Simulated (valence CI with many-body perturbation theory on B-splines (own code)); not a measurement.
Values are calculated unless marked as measured or tabulated.
# Pt37+: magnetic and hyperfine properties of the levels

Method: configuration interaction combined with many-body perturbation theory (CI+MBPT): five valence electrons over a frozen Dirac-Fock core [Kr], a basis of 7 s, 7 p, 8 d, 6 f, 4 g, 1 h functions for each j, with the one-electron correlation potential Σ1 (screened to all orders), the two-electron term Σ2, the three-electron term Σ3, Breit, model QED; selected single and double excitations, second order for the rest (own B-spline code, finite nucleus).

The last digits are not significant, and no measured levels were compared; by estimate large intervals hold to a few tenths of a per cent, small ones and those within an open d or f shell to about a per cent. Only levels of the ground parity were solved; by the run's estimate the other parity begins above the list, which can be wrong where configurations are misplaced.

A/g_I is the dipole constant over the nuclear g factor μ/I (μ in nuclear magnetons, uniformly magnetised nucleus), B/Q the quadrupole constant per barn. Both hold the static response of the core; the bare values leave it out. Large factors of s and p1/2 electrons are usually good to 5 to 10 %; those of open d and f shells near neutrality can be off by tens of per cent, and small factors of p3/2, d and f electrons come from cancelling terms and can be off by a factor of two or in sign, in half-filled shells by more. B is blank for J = 1/2, where it vanishes, and for nearly pure S terms. Energies count from the lowest level.

Levels are named by their leading jj configuration (3d3/2^4 stands for four electrons in 3d with j = 3/2), which in mixed levels can hold well under half, so a name can repeat and another be missing. Letters in brackets count levels of one name in rising energy.

```csv
Level,E (cm⁻¹),g,A/g_I (MHz),A/g_I bare,B/Q (MHz/b),B/Q bare
(4d3/2^4 4d5/2) J=5/2,0,1.320,10100,10800,20800,20000
(4d3/2^3 4d5/2^2) J=5/2 [a],146150,1.342,5990,6750,8560,8200
(4d3/2^3 4d5/2^2) J=7/2 [a],186230,1.166,13000,13200,25700,24800
(4d3/2^3 4d5/2^2) J=3/2 [a],190870,1.174,16400,16700,20000,19300
(4d3/2^3 4d5/2^2) J=11/2,194670,1.110,17000,17100,-1240,-1330
(4d3/2^3 4d5/2^2) J=9/2,208750,1.140,15100,15300,24300,23500
(4d3/2^3 4d5/2^2) J=5/2 [b],218710,1.135,15800,15900,-674,-618
(4d3/2^3 4d5/2^2) J=1/2,227700,1.795,-10000,-7870,,
(4d3/2^3 4d5/2^2) J=7/2 [b],234160,1.078,18700,18700,-27400,-26400
(4d3/2^3 4d5/2^2) J=3/2 [b],285640,0.792,30300,29400,-25000,-24200
(4d3/2^2 4d5/2^3) J=5/2 [a],330470,1.297,5030,5660,1500,1450
(4d3/2^2 4d5/2^3) J=7/2 [a],357740,1.215,11000,11400,-1500,-1450
(4d3/2^2 4d5/2^3) J=11/2,363270,1.091,16700,16700,520,517
(4d3/2^2 4d5/2^3) J=9/2 [a],368330,1.146,14300,14500,-2920,-2820
(4d3/2^2 4d5/2^3) J=1/2 [a],378510,0.491,47400,45600,,
(4d3/2^2 4d5/2^3) J=13/2,383140,1.072,18000,17900,-9.98,4.33
(4d3/2^2 4d5/2^3) J=3/2 [a],386070,1.178,13900,14100,665,622
(4d3/2^2 4d5/2^3) J=5/2 [b],389480,1.020,20200,19900,-3150,-3020
(4d3/2^2 4d5/2^3) J=9/2 [b],410100,1.108,16200,16300,849,821
(4d3/2^2 4d5/2^3) J=7/2 [b],416270,0.987,22200,21900,-1210,-1170
(4d3/2^2 4d5/2^3) J=5/2 [c],420700,1.051,18700,18600,3000,2860
(4d3/2^2 4d5/2^3) J=3/2 [b],423870,0.854,27700,27000,2060,2020
(4d3/2^2 4d5/2^3) J=1/2 [b],441680,1.778,-12400,-10400,,
(4d3/2^2 4d5/2^3) J=7/2 [c],444370,1.039,20000,19800,1370,1320
(4d3/2^2 4d5/2^3) J=9/2 [c],471340,1.105,16400,16400,9350,9050
(4d3/2^2 4d5/2^3) J=3/2 [c],517230,1.188,13000,13300,-7420,-7190
(4d3/2^2 4d5/2^3) J=5/2 [d],527010,1.221,12400,12800,4490,4350
(4d3/2 4d5/2^4) J=5/2 [a],547400,1.194,8010,8330,-7850,-7510
(4d3/2 4d5/2^4) J=7/2 [a],575070,1.189,12400,12700,-29500,-28500
(4d3/2 4d5/2^4) J=11/2,584360,1.073,17500,17400,827,946
(4d3/2 4d5/2^4) J=3/2 [a],584480,0.981,18900,18600,-21200,-20400
(4d3/2 4d5/2^4) J=9/2,605030,1.116,15400,15500,-31600,-30400
(4d3/2 4d5/2^4) J=5/2 [b],619070,1.111,15700,15800,4610,4440
(4d3/2 4d5/2^4) J=7/2 [b],629270,1.009,19900,19700,32700,31500
(4d3/2 4d5/2^4) J=1/2,653070,1.254,-4200,-3690,,
(4d3/2 4d5/2^4) J=3/2 [b],705470,0.867,29400,28700,31000,29900
(4d5/2^5) J=5/2,790270,1.154,12300,12500,-31200,-30100
```

Take the isotope of mass number 195, with I = 1/2, μ = 0.6073 μN. What is the hyperfine structure of (4d3/2^4 4d5/2) J=5/2?

From the table A = 12300 MHz. Shifts from the centre of gravity in MHz: F = 2: -21500, F = 3: 15400.
